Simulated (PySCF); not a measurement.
# How the method changes the shape and vibrations of AlClFH

All numbers below are calculated, not measured. They come from PySCF 2.14.0, an open-source quantum chemistry program, on an isolated molecule that a program drew, which may never have been made. The molecule is AlClFH (charge 0, singlet), drawn as the SMILES string `[F][AlH][Cl]`.

The geometry was optimised and harmonic frequencies were computed with HF and MP2, all in the cc-pV(D+d)Z basis, for the commonest isotopes, with a restricted reference for singlets and an unrestricted one otherwise, and a frozen core in MP2. Each result is a local minimum of its method.

Geometry at the HF minimum:
```xyz
4
AlClFH, angstrom
F    -0.8204   -0.8120    2.1693
Al   -0.4066   -1.3671    0.6778
Cl   -1.9573   -1.7998   -0.6592
H     1.0887   -1.5530    0.3048
```

Lengths of the bonds as drawn, in Å (atoms numbered as above):
```
bond,HF,MP2
F1-Al2,1.644,1.666
Al2-Cl3,2.093,2.093
Al2-H4,1.552,1.556
```

Rotational constants, in GHz:
```
constant,HF,MP2
A,26.1,26.11
B,3.657,3.603
C,3.207,3.166
```

Harmonic frequencies in cm^-1, each column in rising order, so a row needn't be the same motion in every method:
```
rank    HF   MP2
   1   223   214
   2   509   491
   3   536   532
   4   693     ?
   5   877   852
   6  2104  2065
```

**Estimate the missing MP2 frequency from the HF column.**

A single factor s that minimises the squared misfit of MP2 against s times HF over the other rows is sum(HF x MP2) / sum(HF^2) = 0.9797, with an rms misfit of 6 cm^-1. For rank 4 it gives 0.9797 x 693 = 679 cm^-1. The calculation gives 664 cm^-1, 15 cm^-1 below the estimate. The drawn bonds are on average 0.5 % longer in MP2 than in HF.
